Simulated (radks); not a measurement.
Neutral aluminium inside a hard spherical wall (all orbitals vanish at R), configuration held at [Ne] 3s2 3p1 and not refilled when levels cross. Method: non-relativistic Kohn-Sham, r2SCAN, spin-polarised, spherical densities, point nucleus; open shells are filled with parallel spins first; meta-GGA in the generalised Kohn-Sham scheme; computed with a radial shooting solver on a logarithmic mesh with Libxc functionals. Eigenvalues in eV for spin up, with the zero of energy where the potential of the charges vanishes at infinity; a dash marks a level that is unbound or too diffuse for the functional's potential to be trusted. A positive occupied level is held by the wall or, in an anion where self-interaction has pushed it up, behind a barrier. The pressure on the wall is -dE/dV.

R (bohr)  E (hartree)  kinetic (hartree)    e(2s)    e(2p)   e(3s)   e(3p)  e(4s, empty)  e(4p, empty)  pressure (GPa)
free       -242.32933            241.942  -111.27  -71.481  -8.340  -3.065             -             -               0
20         -242.32933            241.942  -111.27  -71.481  -8.340  -3.065         0.026         0.548        < 0.0001
15         -242.32932            241.942  -111.27  -71.480  -8.339  -3.064         0.231         1.070        < 0.0001
12         -242.32924            241.943  -111.25  -71.468  -8.331  -3.054         0.660         1.966         0.00143
10         -242.32870            241.948  -111.20  -71.412  -8.297  -3.011         1.413         3.344          0.0144
8          -242.32477            241.974  -110.94  -71.150  -8.143  -2.791         3.345         6.361           0.170
6          -242.29149            242.152  -109.66  -69.875  -7.367  -1.643         9.489        14.198            2.73
3          -240.94280            246.247  -95.506  -55.770   9.092  19.094        83.741        91.851             498
2.5        -239.47400            249.951  -88.091  -48.334  24.696  36.584        138.59        144.97            1640
2          -235.81607            258.762  -75.294  -35.143  61.771  74.911        250.97        249.51            6860
1.5        -224.52160            284.683  -46.311   -4.231  167.88  174.85        525.90        493.88           42100
